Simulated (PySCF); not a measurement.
Mo(O)2(Me)(SH) (CH₄MoO₂S), SMILES [CH3][Mo](=[O])(=[O])[SH], multiplicity 1.

Geometry: PBE0-D3(BJ)/def2-SVP. The spin state was assumed, not searched. The structure was generated by enumeration; whether it is a known compound was not checked. The def2 effective core potentials stand for the cores of Mo; spin–orbit coupling is left out. The values are those of a single conformer.

These are PBE0/def2-TZVP (PySCF) values and carry that method's errors.

Isolated molecule, no solvent.

- total energy = -657.21770 hartree
- highest occupied level = -8.45 eV
- lowest empty level = -3.02 eV
- orbital gap = 5.43 eV
- dipole moment = 0.592 e·Å
- quadrupole, principal values (traceless, Buckingham form, about the centre of nuclear charge) = -5.27, -0.83, 6.10 D·Å
- mean static polarisability = 76.4 bohr³ (11.31 Å³)
- polarisability, principal values = 66.8, 70.5, 91.7 bohr³
